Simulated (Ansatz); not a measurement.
A structure relaxed at PBE-D4/def2-SVP in Ansatz, charge 0, singlet:

Cartesian coordinates in Å:
```
Al 1.186 -0.992 -0.701
Al -1.186 0.993 0.699
O 2.319 -1.940 -1.368
O 0.001 0.001 -0.001
O -2.319 1.938 1.370
```

Question: Give its formula and point group.

Answer: Al₂O₃. Point group D∞h (tolerance 0.1 Å).

Question: Summarise the bond lengths by kind (pairs closer than 1.2 times the sum of covalent radii, bridged metal pairs left out).

Answer: 4 × Al–O 1.62 to 1.70 Å.

The structure comes from a short search, and lower isomers may exist.
